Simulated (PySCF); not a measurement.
How methods differ on the ionisation energy of Sb

Sb [Kr] 4d10 5s2 5p3 (4S) → Sb⁺ [Kr] 4d10 5s2 5p2 (3P), as a difference of total energies. Calculation: PySCF 2.14, in cc-pVTZ-PP with ECP28MDF (5s4p3d1f, 39 functions); scalar relativity through the core potential. Correlated levels: valence: 4s2 4p6 4d10 frozen. The calculations carry no spin-orbit coupling.

```csv
method,ionisation energy (eV)
UHF,8.597
M06-2X,8.982
PBE,8.970
MP2 (valence),9.000
SCS-MP2 (valence),8.878
CCSD (valence),8.983
CCSD(T) (valence),9.012
```

Task: How much does correlation contribute at CCSD(T) (valence)?

Result: 9.012 − (8.597) = 0.415 eV, measured against UHF.

Errors of the correlated levels include the incompleteness of this basis and the frozen core.

For comparison: 9.124 eV (measured; NIST levels, between the centres of gravity of the two terms).
